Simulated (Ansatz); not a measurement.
A trace of molecular dynamics of C$_{2}$H$_{11}$NSi$_{2}$ (16 atoms, charge 0, multiplicity 1).

Method: RHF/STO-3G (Ansatz 0.2.0).

```yaml
ensemble: NVE (velocity Verlet)
starting_velocities_drawn_for: 500 K
seed: 802779
```

| time (fs) | T (K) | potential energy less start (eV) | conserved less start (meV/atom) |
| --- | --- | --- | --- |
| 0.0 | 500 | 0.000 | 0.00 |
| 8.0 | 252255 | 48.902 | 31530.55 |
| 16.0 | 1199047 | 77.462 | 140399.97 |
| 24.0 | 1359440 | 89.171 | 159272.65 |
| 32.0 | 1369842 | 113.307 | 161957.72 |
| 40.0 | 1370659 | 108.080 | 161723.47 |
| 48.0 | 159929070 | 119.750 | 18095805.34 |
| 56.0 | 159928856 | 121.036 | 18095861.52 |
| 64.0 | 159934277 | 123.863 | 18096651.31 |
| 72.0 | 159952603 | 127.980 | 18098981.38 |
| 80.0 | 159957338 | 120.297 | 18099036.74 |
| 88.0 | 159979750 | 127.861 | 18102044.23 |
| 96.0 | 159979255 | 130.352 | 18102143.96 |
| 104.0 | 159979032 | 130.743 | 18102143.20 |
| 112.0 | 159978882 | 131.014 | 18102143.16 |
| 120.0 | 159978768 | 131.219 | 18102143.14 |
| 128.0 | 159978680 | 131.378 | 18102143.12 |
| 136.0 | 159978611 | 131.504 | 18102143.11 |
| 144.0 | 159978555 | 131.605 | 18102143.10 |
| 152.0 | 159978509 | 131.688 | 18102143.09 |
| 160.0 | 159978471 | 131.757 | 18102143.09 |

Task: Can this run be trusted? Judge the integration.

Result: The conserved energy changed by up to 1.8e+07 meV per atom, so the integration failed: the time step of 4 fs is too long for the fastest motions that this run met, and the later frames carry no physical meaning.

Run time: 2.1 min on 1 thread of Arm Neoverse N1, on a shared host, peak memory 0.11 GiB.
